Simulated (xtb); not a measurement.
samarium atom (Sm), septet (GFN-xTB shapes and energies of metal compounds can be far from the true ones) (GFN-xTB holds the 4f electrons in the core, so unpaired electrons go into valence orbitals and the state isn't the physical one). Base run: GFN0-xTB run with xtb.

Geometry (Å):
```xyz
1

Sm     0.0000     0.0000     0.0000
```
Charge 0, spin multiplicity 7.
All else is at xtb's defaults.
Base energy -1.32567 Eh.

Variants of this job, named by their change:

```
change        ΔE vs base (kJ/mol)
------------  -------------------
base                         0.00
file = coord                 0.00
acc = 1000                   0.00
etemp = 5000               -131.6
```
